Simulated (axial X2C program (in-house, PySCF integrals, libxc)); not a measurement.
**How long does Be₂⁺ take?**

A bond scan computed with an in-house relativistic program for diatomic molecules. Basis: Be dyall-v3z [8s8p3d1f] (cores contracted in-house).

The run was started with this input:
```json
{"zs": [4, 4], "q": 1, "bas": ["dyall-v3z", "dyall-v3z"], "levels": ["PBE0", "HF", "LDA", "PW91"], "cc": false, "r0": 2.04, "npts": 10, "nst": 2, "ntry": 6}
```
```bash
python so2c.py task.json out
```

Keys: zs atomic numbers; q charge; bas basis sets; levels methods; cc coupled cluster on or off; r0 starting distance in Å; npts points on the curve; nst determinants followed; ntry starts of the search. HF also brings MP2.

Hardware: 1 thread of Arm Neoverse N1 (shared host).

Wall time of one point of each curve, integrals apart:

| Hamiltonian | level | points | seconds a point |
| --- | --- | --- | --- |
| spin-free | PBE0 | 10 | 0.24 |
| spin-free | HF | 10 | 0.084 |
| spin-free | LDA | 10 | 0.15 |
| spin-free | PW91 | 10 | 0.23 |
| 2c | PBE0 | 10 | 0.29 |
| 2c | HF | 10 | 0.12 |
| 2c | LDA | 10 | 0.17 |
| 2c | PW91 | 10 | 0.25 |

The rest:

Search with its distance optimisation 7.8 s, atoms 1.6 s, whole task 31 s. Coupled cluster runs on the points near the minimum only. The program drops outer points, and coupled cluster, when its time limit (not in the input) nears; MP2, further determinants and curves that did not converge are not in the table.
